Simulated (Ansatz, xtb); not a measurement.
# GeH7Si2: which of two isomers lies lower

We compare I, `[SiH2][GeH2][SiH3]`, a doublet, with II, `[SiH3][SiH2][GeH2]`, a doublet. Both are isolated molecules in the gas phase, relaxed with B3LYP/6-31G*; the shapes shown needn't be the lowest conformers.

I (Å):

```yaml
atoms:
  - { symbol: Ge, position_ang: [0.0391, -0.4534, -1.4093] }
  - { symbol: Si, position_ang: [-0.0494, -1.8670, 0.5218] }
  - { symbol: Si, position_ang: [-0.1615, -1.6394, -3.4982] }
  - { symbol: H, position_ang: [1.0592, -2.8680, 0.5585] }
  - { symbol: H, position_ang: [-1.3446, -2.6019, 0.6431] }
  - { symbol: H, position_ang: [1.3779, 0.3289, -1.3914] }
  - { symbol: H, position_ang: [-1.0953, 0.5989, -1.3071] }
  - { symbol: H, position_ang: [-0.0928, -0.6994, -4.6517] }
  - { symbol: H, position_ang: [0.9392, -2.6325, -3.6275] }
  - { symbol: H, position_ang: [-1.4610, -2.3626, -3.5504] }
```

II (Å):

```xyz
10

Ge   -1.3973   -2.9573   -2.8832
Si    1.0703   -0.7255   -0.7198
Si   -0.6014   -0.7488   -2.3842
H     2.2402   -1.5339   -1.1591
H     0.5414   -1.3074    0.5439
H     1.5327    0.6647   -0.4435
H    -1.7605    0.0789   -1.9440
H    -0.0686   -0.1476   -3.6401
H    -0.2818   -3.9003   -3.4245
H    -2.0460   -3.6640   -1.6559
```

Task: Which of the two would you expect CCSD(T)/def2-SVP + ΔMP2/def2-TZVPP electronic energies to favour?

Result: Structure II; the calculation gives E(II) − E(I) = −10.6 kJ/mol.

Level by level:

```tsv
level	geometry	E(II) − E(I) (kJ/mol)	departure from the last row (kJ/mol)	job, with rough time for the two
GFN2-xTB	GFN2-xTB	+7.0	+17.6	optimisation, 0.14 s
HF/STO-3G	GFN2-xTB	+49.4	+60.0	single point, 0.6 s
r2SCAN-D4/def2-SVP	GFN2-xTB	+2.6	+13.2	single point, 8.1 s
B3LYP/6-31G*	B3LYP/6-31G*	−13.9	−3.3	optimisation, 84 s
HF/def2-SVP	B3LYP/6-31G*	−12.3	−1.7	part of the CCSD(T) run
MP2/def2-SVP	B3LYP/6-31G*	−9.7	+0.9	part of the CCSD(T) run
CCSD(T)/def2-SVP	B3LYP/6-31G*	−11.7	−1.1	single point
CCSD(T)/def2-SVP + ΔMP2/def2-TZVPP	B3LYP/6-31G*	−10.6		single point, 59 s
```

As drawn, II has 1 Si–Si in place of 1 Ge–Si.

GFN2-xTB, HF/STO-3G, r2SCAN-D4/def2-SVP put the two in the other order. The largest departure from CCSD(T)/def2-SVP + ΔMP2/def2-TZVPP is that of HF/STO-3G, 60.0 kJ/mol. The last row adds to CCSD(T) the change of the MP2 difference between the two basis sets, here +1.1 kJ/mol.

With harmonic frequencies from B3LYP/6-31G* (ideal gas, rigid rotor, one conformer each, 298.15 K, 1 atm): the zero-point term adds +0.6 kJ/mol; ΔH is −10.3 and ΔG −9.9 kJ/mol.

Open shells are spin-unrestricted. The correlated steps freeze 19 core orbitals; the filled d shell of Ge is correlated, in a basis made for valence electrons. Run with Ansatz 0.2.0, xtb 6.7.1; the last row on 2 threads of Arm Neoverse V2 on a shared host.
